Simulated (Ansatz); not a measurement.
Molecule: AgCl, net charge 0, singlet state. 
Geometry from a B3LYP-D3(BJ)/def2-TZVP (Ansatz, a quantum-chemistry and plane-wave program) optimisation:
SMILES: [Ag][Cl]
```xyz
2

Ag     0.0000     0.0000    -0.6130
Cl     0.0000     0.0000     1.6948
```

Basis-set convergence of Hartree-Fock and MP2 correlation energies (hartree) with Ansatz. Correlated levels leave the core frozen unless marked. Spin-orbit coupling is left out. Frozen are the shells of the preceding noble gas and the d and f shells that filled before the atom's block. In def2 rows, elements after Kr have scalar-relativistic effective core potentials.

```json
[
 {"basis": "def2-SVP", "functions": "49", "E(HF)": "-605.48097", "E(corr, MP2)": "-0.36903"},
 {"basis": "def2-TZVPP", "functions": "98", "E(HF)": "-605.67317", "E(corr, MP2)": "-0.58110"},
 {"basis": "def2-QZVPP", "functions": "158", "E(HF)": "-605.68859", "E(corr, MP2)": "-0.63748"}
]
```

Extrapolating the two largest sets (X = 3 and 4) as X^-3: E(corr) = (64·(-0.63748) - 27·(-0.58110))/37 = -0.6786 Eh, an estimate of the basis-set limit. The largest set recovers 93.9 % of it, the smallest 54.4 %.
